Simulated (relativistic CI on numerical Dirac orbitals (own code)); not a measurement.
## Sr III: sensitivity of the levels to the model

Base calculation: Dirac-Coulomb-Breit CI, orbitals from a KLI potential per configuration, model QED (radiative potential, 1s self-energy scaled to tabulated hydrogen-like ionisation energies), valence Slater integrals scaled by 0.85, P86 correlation energy added to each configuration.

Configuration list (outside the closed core [Ar] 3d10): 4s2.4p6, 4s2.4p5.4d, 4s2.4p5.5s, 4s.4p6.4d, 4s2.4p5.5p, 4s2.4p5.6s, 4s2.4p5.5d, 4s2.4p5.4f, 4s2.4p5.6p, 4s2.4p5.7s, 4s2.4p5.6d, 4s2.4p5.5f, 4s2.4p5.7p, 4s2.4p5.5g, 4s2.4p5.7d, 4s.4p6.5s, 4p6.4d2, 4p5.4d3, 4p5.4d2.5s, 4p5.4d2.5p, 4p5.4d2.6s, 4p5.4d2.5d. Double excitations out of closed p, d and f shells are left out; levels of such configurations are missing from the list, as are those of other unlisted configurations, and high levels can miss mixing partners. These lack a partner that the ground configuration has and come out too high: 4s2.4p5.4f, 4s2.4p5.6p, 4s2.4p5.7s, 4s2.4p5.6d, 4s2.4p5.5f.

Variants: (1) no correlation estimate; (2) valence Slater integrals scaled by 0.75; (3) configuration mixing switched off; (4) only the first 3 configurations. Shifts of the energy above 4s2.4p6 1S_0, in cm⁻¹, for the lowest level and the first level of each name with at least 55 % of one term (blank where a level changes its place among those of its configuration and J or its character, or is not in the variant):

```csv
Level,Base,Δ(1),Δ(2),Δ(3),Δ(4),Measured
4s2.4p6 1S_0,0.0,0.0,0.0,0.0,0.0,0.0
4s2.4p5.4d 3P°_0,177498.1,-2888.2,+1504.4,+465.8,+247.0,176434.8
4s2.4p5.4d 3P°_1,178733.5,-2905.8,+1461.5,+525.4,+248.4,177698.2
4s2.4p5.4d 3P°_2,181202.5,-2965.5,+1367.2,+659.4,+236.1,180213.5
4s2.4p5.4d 3F°_4,184061.3,-2854.4,+784.6,+63.8,+63.8,183123.4
4s2.4p5.4d 3F°_3,186221.6,-2854.3,+632.4,+64.7,+64.7,185105.9
4s2.4p5.4d 3F°_2,188858.8,-2854.2,+486.3,+59.3,+59.1,187564.7
4s2.4p5.4d 3D°_3,194352.9,-2855.0,-427.2,+66.9,+66.9,193106.3
4s2.4p5.5s 3P°_2,195784.4,-5772.5,+52.9,-275.9,+57.6,192655.9
4s2.4p5.4d 3D°_1,198664.9,-2912.6,-435.2,+66.4,+140.7,197226.0
4s2.4p5.4d 3D°_2,200320.8,-2887.2,-271.8,-18.6,+71.3,198738.1
4s2.4p5.5s 3P°_0,205364.4,-5882.4,+71.5,-158.9,+59.9,202081.3
4s2.4p5.5p 3S_1,222865.6,-6498.7,+808.5,+1269.5,,221795.4
4s2.4p5.5p 3D_2,227189.5,-6496.3,+87.0,+144.9,,225310.7
4s2.4p5.5p 3D_3,227557.4,-6496.9,+171.4,+113.7,,225843.1
4s2.4p5.5p 3P_2,230148.7,-6494.9,-135.3,+100.4,,228539.0
4s2.4p5.4d 1P°_1,231203.6,-3732.5,-4891.3,+13610.9,+13612.8,228708.7
4s2.4p5.5p 3P_0,233837.5,-6505.9,-486.5,+451.2,,232236.6
4s2.4p5.5p 3D_1,236751.3,-6498.1,+54.2,+123.4,,234753.4
4s2.4p5.5p 3P_1,238480.0,-6495.8,-64.1,+242.1,,236855.6
4s2.4p5.5p 1S_0,242780.6,-6535.3,-908.9,+1540.5,,241000.5
4s2.4p5.5d 3P°_0,269110.4,-6920.0,+259.2,-49.7,,268448.6
```

Correlation outside the listed configurations is missing or only estimated: errors of thousands of cm⁻¹ between configurations and terms are usual at this charge. Rates and lifetimes follow the computed energies and can be off by large factors. The fine structure of a lone outer electron comes out too small, for d and f at times inverted, and misplaced configurations move strength between like terms. 58 of the 69 excited levels that our extract of the measured tables holds in this range could be paired (the sources list more); they are missed by 2113 cm⁻¹ on average and 4457 at most, and levels without a partner can miss by more.

Measured levels: Sansonetti, J. Phys. Chem. Ref. Data 41, 013102 (2012).

Ionisation energy from the two ground configurations alone: base 43.1 eV; no correlation estimate 41.8 eV. The NIST ASD value (measured) is 42.8835 eV.

LS names give the leading component of a level, which can be under half, so a name can repeat, a term be missing and a line seem to break the LS rules.
